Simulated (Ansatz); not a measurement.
Computed with Ansatz on PBE0-D4/def2-TZVP structures; ΔE is electronic, products minus reactants. CBS: MP2 limit from def2 TZ/QZ plus the TZ coupled-cluster correction, frozen cores. This one scheme is used for every species, atoms too. Open shells (•) are unrestricted, without spin–orbit coupling. Spin–orbit coupling would lower the free atoms: a little for B, C, F, O, S, Si. One conformer a species, not always the lowest.

Consider the atomization: `FCOB[SiH2]S` → B• + C• + F• + 6 H• + O• + S• + Si•.

```tsv
species	CCSD(T)/CBS(def2) energy (Eh)
`FCOB[SiH2]S`	-928.31791
B•	-24.60433
C•	-37.79194
F•	-99.66871
H•	-0.50000
O•	-75.00631
S•	-397.67955
Si•	-288.94402
```

Q: Work out ΔE.

A: ΔE = 6 × (-0.50000) + (-24.60433) + (-37.79194) + (-99.66871) + (-75.00631) + (-397.67955) + (-288.94402) − (-928.31791) = 1.62305 Eh = +1018.5 kcal/mol.

Largest T1 diagnostic among the species: 0.014.

From PBE to PBE0 (25 % exact exchange), in def2-TZVPP and without D4, ΔE moves by −18.9 kcal/mol: exact exchange takes away binding that semilocal exchange gives to molecules. The D4 term adds +9.5 kcal/mol with B3LYP and +5.0 kcal/mol with PBE0; it sums over pairs of atoms, weighted by their polarisabilities, and B3LYP, whose exchange is more repulsive, gets the larger term.

B3LYP here is the variant with VWN-RPA as its local correlation; programs differ in this.

For atomizations the MP2-based limit and the directly extrapolated one differ by several kJ/mol either way, and by 10 to 25 for some Ge, Se and Sn compounds, so smaller differences from it don't rank the levels.
